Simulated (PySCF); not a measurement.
SMILES O=C(O)[SiH2]CO (C2H6O3Si), singlet (GFN2-xTB optimised geometry):

```
12

O      2.106    -1.487    -0.704
C      1.384    -0.830     0.000
O      1.867     0.005     0.931
Si    -0.533    -0.830     0.000
C     -1.126     0.991     0.000
O     -2.543     1.071     0.061
H      2.841    -0.007     0.944
H     -1.025    -1.570    -1.157
H     -0.957    -1.453     1.263
H     -0.857     1.498    -0.930
H     -0.680     1.570     0.820
H     -2.841     0.683     0.889
```

Method: B3LYP/def2-TZVP (PySCF).

**Question.** What are the frontier orbital energies and the dipole moment?

**Answer.** HOMO-2 -9.30 eV, HOMO-1 -7.98 eV, HOMO -7.27 eV, LUMO -1.07 eV, LUMO+1 -0.09 eV; dipole moment 2.26 D.

Meta-Löwdin charges at B3LYP/def2-TZVP: O1 -0.44, C2 0.32, O3 -0.47, Si4 0.60, C5 -0.21, O6 -0.53, H7 0.35, H8 -0.09, H9 -0.10, H10 0.13, H11 0.11, H12 0.33.
